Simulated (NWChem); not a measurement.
BeClF; SMILES [F][Be][Cl]

```xyz
3

Be     0.0000     0.0000     0.5998
F      0.0000     0.0000     1.9747
Cl     0.0000     0.0000    -1.2084
```
Atoms are numbered in this order, from 1.

Level: B3LYP/6-31G* (spherical d) (NWChem), optimised geometry, unscaled harmonic frequencies. 

List the harmonic frequencies with IR intensities, and the thermochemistry.


```csv
frequency (cm⁻¹),IR intensity (km/mol)
278,83.6
278,83.6
525,8.7
1447,349.0
```

| Quantity | Value |
|---|---|
| zero-point energy | 3.6 kcal/mol |
| thermal correction to the enthalpy at 298.15 K (with zero-point energy) | 6.4 kcal/mol |
| heat capacity Cv | 9.7 cal/(mol K) |
| entropy at 298.15 K and 1 atm (symmetry number 1) | 58.6 cal/(mol K) |
| dipole moment | 0.24 D |

Rigid rotor and harmonic oscillator.
